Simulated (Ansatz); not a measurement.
Basis sets compared for TiB7⁻. The state is a singlet with charge -1. Geometry PBE-D4/def2-SVPD. Ansatz on 4 threads of Intel Xeon on a shared host; times are rough, and most runs start from earlier orbitals.

Cartesian coordinates in Å:
```
Ti 0.514 1.200 1.565
B -0.676 -0.746 -1.308
B 0.500 0.270 -1.542
B 1.226 1.018 -0.340
B -0.669 0.630 -0.062
B -0.456 -0.592 1.448
B 0.633 -0.544 0.106
B -1.074 -1.236 0.132
```

The structure comes from a short search, and lower isomers may exist.

```tsv
level	functions	energy (Eh)	HOMO (eV)	LUMO (eV)	wall time
PBE-D4/def2-SVPD	174	-1022.5844	-0.27	0.85	1.8 s
PBE0-D4/def2-SVPD	174	-1022.5983	-1.01	1.34	2.5 s
```

Task: Estimate the rows for PBE-D4/def2-TZVPD (with forces), PBE0-D4/def2-TZVPD.

Result: 
```tsv
level	functions	energy (Eh)	HOMO (eV)	LUMO (eV)	wall time
PBE-D4/def2-TZVPD (with forces)	307	-1022.8583	-0.30	0.80	5 s
PBE0-D4/def2-TZVPD	307	-1022.8706	-1.03	1.27	6.5 s
```
